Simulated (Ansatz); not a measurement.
A CCSD(T) single point on BGeH6NS (`NB[S][GeH3]`).

```yaml
crystal:
  periodic: [false, false, false]
  atoms:
    - {symbol: N, position_ang: [-0.925400, 1.809469, -1.198020]}
    - {symbol: B, position_ang: [-0.286619, 0.873141, -0.392499]}
    - {symbol: S, position_ang: [-0.581509, -0.902404, -0.660288]}
    - {symbol: Ge, position_ang: [0.729046, -1.713993, 0.939730]}
    - {symbol: H, position_ang: [-1.558723, 1.568511, -1.941664]}
    - {symbol: H, position_ang: [-0.788175, 2.797822, -1.080971]}
    - {symbol: H, position_ang: [0.451854, 1.252076, 0.469960]}
    - {symbol: H, position_ang: [0.603726, -3.241779, 0.858442]}
    - {symbol: H, position_ang: [0.255792, -1.211059, 2.311792]}
    - {symbol: H, position_ang: [2.183207, -1.283084, 0.696418]}
basis:
  gaussian: {orbitals: def2-TZVPP}
correlation: {method: ccsd_t}
output: {orbitals: {seedname: orbitals}}
```

```sh
$ ansatz run in.yaml --threads 4 --pin off --events-out ev --progress --plain
```

Output of Ansatz, abridged:

```
Functional definition: HF
1401 factors; integrals over basis functions are off by at most 1.1e-3 eV
mean field evaluation 1: about -69539.7671 eV, gradient 3.5e1 eV
mean field evaluation 2: about -69539.9426 eV, gradient 3.5e1 eV
mean field evaluation 4: about -69543.0377 eV, gradient 3.5e0 eV
mean field evaluation 8: about -69543.0890 eV, gradient 2.7e-1 eV
mean field -69543.08949080 eV, -2555.6614007880 hartree, gradient 2.8e-6 eV, S^2 0.000000; 0 other end points of the search recorded, 0 dependent functions left out
16 core orbitals not correlated: weight in the atoms' cores, before any rotation towards them, 1.000 or more for the frozen orbitals, at most 0.000 for the correlated occupied ones
reference -69543.08949080 eV, -2555.6614007880 hartree; 17, 17 occupied and 203, 203 virtual orbitals, 1401 factors
second order -20.52741363 eV of doubles, -0.00000000 eV of singles
cycle   1  -20.96108796 eV  change   -4.3e-1 eV  update   1.0e-1
cycle   2  -21.57310919 eV  change   -6.1e-1 eV  update   3.0e-2
cycle   3  -21.66187890 eV  change   -8.9e-2 eV  update   1.5e-2
cycle   4  -21.64917222 eV  change    1.3e-2 eV  update   3.9e-3
cycle   5  -21.64934533 eV  change   -1.7e-4 eV  update   1.7e-3
cycle   6  -21.64906665 eV  change    2.8e-4 eV  update   4.7e-4
cycle   7  -21.64896658 eV  change    1.0e-4 eV  update   1.6e-4
cycle   8  -21.64900458 eV  change   -3.8e-5 eV  update   5.2e-5
cycle   9  -21.64901275 eV  change   -8.2e-6 eV  update   1.6e-5
perturbative correction -0.88270453 eV, -0.0324387931 hartree
Total energy: -69565.62120808 eV, -2556.4894261255 hartree
```

Hardware: 4 threads of a server CPU on a shared host. Wall time 34 s, peak host memory 4.5 GiB.

Correlation energy per correlated electron: -0.663 eV. T1 diagnostic: 0.0121.
